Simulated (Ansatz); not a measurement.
`C[SiH2]C` + `CBS` → `CBS[SiH2]C` + CH₄ at 600 K and 1 bar (ligand exchange at the Si–C bond).

Computed with Ansatz on PBE0-D4/def2-TZVP structures; ΔE is electronic, products minus reactants. CCSD(T)/CBS adds triple-zeta CCSD(T) − MP2 to the extrapolated MP2 energy (def2 sets, frozen cores). This one scheme is used for every species. One conformer a species, not always the lowest.

```json
{"species": "`C[SiH2]C`", "CCSD(T)/CBS energy (Eh)": "-370.01595", "H − E (kJ/mol)": "290.4", "S (J/(mol·K))": "379.7"}
{"species": "`CBS`", "CCSD(T)/CBS energy (Eh)": "-463.66090", "H − E (kJ/mol)": "197.7", "S (J/(mol·K))": "348.9"}
{"species": "`CBS[SiH2]C`", "CCSD(T)/CBS energy (Eh)": "-793.23951", "H − E (kJ/mol)": "353.7", "S (J/(mol·K))": "498.1"}
{"species": "CH₄", "CCSD(T)/CBS energy (Eh)": "-40.46206", "H − E (kJ/mol)": "140.4", "S (J/(mol·K))": "215.7"}
```

H − E and S are ideal-gas, rigid-rotor, harmonic terms from PBE0-D4/def2-TZVP, for one conformer and one mirror image of each species. 1 Eh = 2625.50 kJ/mol, R = 8.31446 J/(mol·K).

Q: By hand: ΔE, ΔH, ΔS and ΔG.

A: ΔE = (-793.23951) + (-40.46206) − (-370.01595) − (-463.66090) = -0.02472 Eh = -64.9 kJ/mol. Δ(H − E) = 353.7 + 140.4 − 290.4 − 197.7 = 6.0, so ΔH = -58.9 kJ/mol. ΔS = 498.1 + 215.7 − 379.7 − 348.9 = -14.8 J/(mol·K). ΔG = -58.9 − 600 × (-14.8)/1000 = -50.0 kJ/mol.

Q: By hand: the equilibrium constant, and the temperature at which ΔG would vanish if ΔH and ΔS stayed fixed.

A: log₁₀ K = −ΔG/(RT ln 10) = 4.4. ΔG = 0 at ΔH/ΔS = 3980 K, far beyond where these terms or the molecules hold.

The number of gas molecules stays the same, so ΔS is small and ΔH decides. A doubt of 5 kJ/mol in ΔE shifts log₁₀ K by 0.4 here. Other conformers and mirror images would add mixing entropy, several J/(mol·K) or more a flexible species. Modes under 60 cm⁻¹, often nearly free rotors, make the harmonic entropy too high. These are equilibria of isolated gas molecules and say nothing of rates. Largest T1 diagnostic: 0.013 (customary marks: 0.02 for closed shells, 0.045 for open ones).
